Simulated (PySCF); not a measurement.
Computed shifts of a molecule CH3FO3Si, PBE/pcSseg-1 (PySCF), GIAO, gas phase, atoms alike by connectivity averaged where their shifts nearly agree, in ppm (number of nuclei): ¹³C: 166.2 (1). ²⁹Si: -46.7 (1). ¹⁹F: -150.2 (1). ¹H: 8.22 (1), 4.91 (1), 4.50 (1). References: ¹⁷O against H2O (σ = 334.3 ppm); ¹³C against TMS (σ = 182.0 ppm); ²⁹Si against TMS (σ = 335.4 ppm); ¹⁹F against CFCl3 (σ = 133.6 ppm); ¹H against TMS (σ = 31.49 ppm), references at their B3LYP-D3(BJ)/def2-TZVP geometries, non-relativistic. Coordinates come from a ωB97X-D3(BJ)/def2-SVP optimisation. Other conformers were not sampled.

Q: Identify the compound among the candidates.
A) O=C[Si](O)(O)F
B) O=C(O)[Si@H](O)F
C) O[Si]1(F)OCO1
D) O=CO[Si@@H](O)F

A: D, O=CO[Si@@H](O)F
